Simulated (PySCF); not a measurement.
CHO (SMILES [CH]=O), doublet (typed; the unrestricted solution is spin-contaminated), geometry from GFN2-xTB; PySCF with HF/cc-pVDZ.

Here is a job for PySCF.
```python
from pyscf import gto, scf

mol = gto.M(
    atom='''
C     0.05077793    0.58558918    0.01134278
O     0.06582174   -0.59411259   -0.01340927
H    -0.83124157    1.23936563    0.03921745
''',
    basis='cc-pvdz',
    spin=1,
    verbose=4,
    symmetry=True,
)

mf = scf.UHF(mol)
mf.irrep_nelec = {"A'": (6, 6), 'A"': (2, 1)}
mf.kernel()
mf.analyze()
```

### Question
Predict the main parts of the log of this PySCF run.

### Answer

```
PySCF version 2.14.0

[INPUT] verbose = 4
[INPUT] num. atoms = 3
[INPUT] num. electrons = 15
[INPUT] charge = 0
[INPUT] spin (= nelec alpha-beta = 2S) = 1
[INPUT] symmetry True subgroup None
[INPUT] Mole.unit = angstrom
[INPUT] Symbol           X                Y                Z      unit          X                Y                Z       unit  Magmom
[...]
nuclear repulsion = 26.48914936267
point group symmetry = Cs
symmetry origin: [-8.81872190e-09 -1.25981749e-09 -3.77945225e-09]
symmetry axis x: [ 0.98097732  0.19375908 -0.01187068]
symmetry axis y: [ 0.19344533 -0.9808293  -0.02351135]
symmetry axis z: [ 0.01619865 -0.02076777  0.99965309]
num. orbitals of irrep A' = 24
num. orbitals of irrep A" = 9
number of shells = 13
number of NR pGTOs = 59
number of NR cGTOs = 33
basis = cc-pvdz
ecp = {}

******** <class 'pyscf.scf.uhf_symm.SymAdaptedUHF'> ********
method = SymAdaptedUHF
initial guess = minao
damping factor = 0
level_shift factor = 0
DIIS = <class 'pyscf.scf.diis.CDIIS'>
diis_start_cycle = 1
diis_space = 8
diis_damp = 0
SCF conv_tol = 1e-09
SCF conv_tol_grad = None
SCF max_cycles = 50
direct_scf = True
direct_scf_tol = 1e-13
number electrons alpha = 8  beta = 7
irrep_nelec {"A'": (6, 6), 'A"': (2, 1)}
Freeze 15 electrons in irreps ["A'", 'A"']
    0 free electrons in irreps
Set gradient conv threshold to 3.16228e-05
init E= -113.349929003489

cycle= 1 E= -113.07645258615  delta_E= 0.273  |g|= 0.427  |ddm|= 1.35
cycle= 2 E= -113.114229022922  delta_E= -0.0378  |g|= 0.388  |ddm|= 0.48
cycle= 3 E= -113.169648143589  delta_E= -0.0554  |g|= 0.0398  |ddm|= 0.205
cycle= 4 E= -113.171557858136  delta_E= -0.00191  |g|= 0.0198  |ddm|= 0.0519
cycle= 5 E= -113.172312342325  delta_E= -0.000754  |g|= 0.0137  |ddm|= 0.0328
cycle= 6 E= -113.172997086341  delta_E= -0.000685  |g|= 0.0128  |ddm|= 0.0302
cycle= 7 E= -113.17328673812  delta_E= -0.00029  |g|= 0.013  |ddm|= 0.0121
cycle= 8 E= -113.171949817653  delta_E= 0.00134  |g|= 0.0114  |ddm|= 0.06
cycle= 9 E= -113.16989498389  delta_E= 0.00205  |g|= 0.00945  |ddm|= 0.136
cycle= 10 E= -113.169318173948  delta_E= 0.000577  |g|= 0.00779  |ddm|= 0.0681
cycle= 11 E= -113.168219808927  delta_E= 0.0011  |g|= 0.0134  |ddm|= 0.127
cycle= 12 E= -113.169904057317  delta_E= -0.00168  |g|= 0.00801  |ddm|= 0.189
cycle= 13 E= -113.171268596186  delta_E= -0.00136  |g|= 0.0209  |ddm|= 0.117
cycle= 14 E= -113.1698907185  delta_E= 0.00138  |g|= 0.0153  |ddm|= 0.108
[...]
SCF not converged.
Total Energy =                        -113.168946675043230
[...]
alpha MO #30 (A' #22), energy= 3.00474701657475 occ= 0
alpha MO #31 (A" #9), energy= 3.4097014018738 occ= 0
alpha MO #32 (A' #23), energy= 3.55872235641044 occ= 0
alpha MO #33 (A' #24), energy= 3.83164969548294 occ= 0
beta  MO #1 (A' #1), energy= -20.6079731886857 occ= 1
beta  MO #2 (A' #2), energy= -11.3080042733721 occ= 1
beta  MO #3 (A' #3), energy= -1.40187841479523 occ= 1
beta  MO #4 (A' #4), energy= -0.793182335815499 occ= 1
beta  MO #5 (A' #5), energy= -0.660534601720135 occ= 1
beta  MO #6 (A" #1), energy= -0.529155970352629 occ= 1
beta  MO #7 (A' #6), energy= -0.521014075725594 occ= 1
beta  MO #8 (A' #7), energy= 0.0765272412835118 occ= 0
beta  MO #9 (A" #2), energy= 0.194543795136849 occ= 0
beta  MO #10 (A' #8), energy= 0.224625235239575 occ= 0
beta  MO #11 (A' #9), energy= 0.372277030451276 occ= 0
beta  MO #12 (A' #10), energy= 0.66455847528402 occ= 0
beta  MO #13 (A" #3), energy= 0.73009239088691 occ= 0
beta  MO #14 (A' #11), energy= 0.737964916582525 occ= 0
beta  MO #15 (A' #12), energy= 0.913313174954482 occ= 0
beta  MO #16 (A' #13), energy= 0.987638364651003 occ= 0
beta  MO #17 (A' #14), energy= 1.09009054329922 occ= 0
beta  MO #18 (A" #4), energy= 1.24577847711258 occ= 0
beta  MO #19 (A" #5), energy= 1.29333081357012 occ= 0
beta  MO #20 (A' #15), energy= 1.31175591868562 occ= 0
beta  MO #21 (A' #16), energy= 1.36077450745573 occ= 0
beta  MO #22 (A" #6), energy= 1.51552173552212 occ= 0
beta  MO #23 (A' #17), energy= 1.76508297379052 occ= 0
beta  MO #24 (A' #18), energy= 1.84589226240012 occ= 0
beta  MO #25 (A' #19), energy= 1.97697691069447 occ= 0
beta  MO #26 (A" #7), energy= 1.98143773295729 occ= 0
beta  MO #27 (A' #20), energy= 2.48782147670525 occ= 0
beta  MO #28 (A' #21), energy= 2.63975192537109 occ= 0
beta  MO #29 (A" #8), energy= 3.03136448891821 occ= 0
beta  MO #30 (A' #22), energy= 3.07211020958752 occ= 0
beta  MO #31 (A" #9), energy= 3.4554656185941 occ= 0
beta  MO #32 (A' #23), energy= 3.59085615771977 occ= 0
beta  MO #33 (A' #24), energy= 3.86151870943851 occ= 0
 ** Mulliken pop alpha/beta on meta-lowdin orthogonal AOs **
 ** Mulliken pop       alpha | beta **
[...]
In total             8.00000 | 7.00000
 ** Mulliken atomic charges   ( Nelec_alpha | Nelec_beta ) **
charge of  0C =      0.03333  (     3.21823      2.74844 )
charge of  1O =     -0.23499  (     4.40912      3.82586 )
charge of  2H =      0.20165  (     0.37265      0.42570 )
Dipole moment(X, Y, Z, Debye): -0.89232,  1.95871,  0.05515
```

The run did not converge; its last values are not results.
